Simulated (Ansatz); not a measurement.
One change: `OC[SiH2][AsH2]` becomes `C[SiH2][AsH2]`.

Ansatz, PBE0-D4/def2-TZVP geometries, multiplicity 1. Each molecule was computed in one conformer, which needn't be the lowest.

Scalar relativity is left out up to krypton.

```
                                                                                  property  `OC[SiH2][AsH2]`
ideal-gas entropy at 298 K and 1 bar (rigid rotor, harmonic PBE0-D4/def2-TZVP) / J/(mol·K)               360
                                                        HOMO energy (PBE0/def2-TZVPP) / eV             -7.27
                                        size of the dipole moment (ωB97M-V/def2-TZVPP) / D              2.29
                                            zero-point energy (PBE0-D4/def2-TZVP) / kJ/mol             196.4
                                                     LUMO energy (ωB97M-V/def2-TZVPP) / eV              2.03
                                                        LUMO energy (PBE0/def2-TZVPP) / eV              0.44
```

(1) What does the change do to each property? (Estimate.)

Answers

(1) Ansatz gave: 
```
                                                                                  property  `C[SiH2][AsH2]`  shift
ideal-gas entropy at 298 K and 1 bar (rigid rotor, harmonic PBE0-D4/def2-TZVP) / J/(mol·K)              332    -28
                                                        HOMO energy (PBE0/def2-TZVPP) / eV            -7.29  -0.02
                                        size of the dipole moment (ωB97M-V/def2-TZVPP) / D             0.95  -1.34
                                            zero-point energy (PBE0-D4/def2-TZVP) / kJ/mol            182.4  -14.0
                                                     LUMO energy (ωB97M-V/def2-TZVPP) / eV             1.94  -0.09
                                                        LUMO energy (PBE0/def2-TZVPP) / eV             0.27  -0.17
```

The zero-point energy changes by -14.0 kJ/mol with -3 modes. Dipoles are sizes alone; their direction can turn.
